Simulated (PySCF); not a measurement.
C₅H₄FN.
InChI=1S/C5H4FN/c6-5-1-3-7-4-2-5/h1-4H

Theory: B3LYP/def2-SVPD in PySCF (dipole) on a GFN2-xTB geometry, gas phase.

Take the most abundant isotopes and a rigid rotor. 

Give the principal moments of inertia and the rotational constants in MHz.

Ia = 83.25, Ib = 194.42, Ic = 277.67 u·Å²; 505379 MHz·u·Å²/I gives A = 6071, B = 2599, C = 1820 MHz.

What kind of rotor is it?

An asymmetric top: κ = (2 × 2599 − 6071 − 1820)/(6071 − 1820) = -0.63.

What does the inertial defect say?

Planar: Δ = Ic − Ia − Ib = 0.00 u·Å². For a rigid frame Δ = −2 Σ m c², so it vanishes when all atoms lie in the ab plane; here none is more than 0.01 Å from it.

Which lines would a microwave search look for?

The dipole components are |μa| = 0.62 D, |μb| = 0.00 D, |μc| = 0.00 D; the symmetry axis of this C2v structure is a, so μb and μc vanish by symmetry and there are no b-type or c-type lines. Some lines, for components of 0.1 D or more:

```
type  branch         J(Ka,Kc)    MHz  lower level (cm⁻¹)
   a       Q  3(2,1) ← 3(2,2)    569               1.400
   a       Q  1(1,0) ← 1(1,1)    779               0.263
   a       Q  2(1,1) ← 2(1,2)   2338               0.532
   a       R  1(0,1) ← 0(0,0)   4420               0.000
   a       Q  3(1,2) ← 3(1,3)   4665               0.933
   a       R  2(1,2) ← 1(1,1)   8060               0.263
   a       R  2(0,2) ← 1(0,1)   8722               0.147
   a       R  2(1,1) ← 1(1,0)   9618               0.289
   a       R  3(1,3) ← 2(1,2)  12021               0.532
   a       R  3(0,3) ← 2(0,2)  12807               0.438
   a       R  3(2,2) ← 2(2,1)  13259               0.957
   a       R  3(2,1) ← 2(2,0)  13710               0.961
   a       R  3(1,2) ← 2(1,1)  14348               0.610
```

Estimate the classical rotational partition function at 25 K, 50 K and 200 K.

Point group C2v, symmetry number σ = 2; q = (√π/σ)·√((kT/h)³/(ABC)), k/h = 20836.6 MHz/K: 1970 at 25 K, 5560 at 50 K, 44500 at 200 K.

Stationary, but not proved a minimum. These are rigid-rotor constants of the computed structure; measured ground-state constants (B0) also hold zero-point vibration. Quadrupole hyperfine structure (14N) is left out.
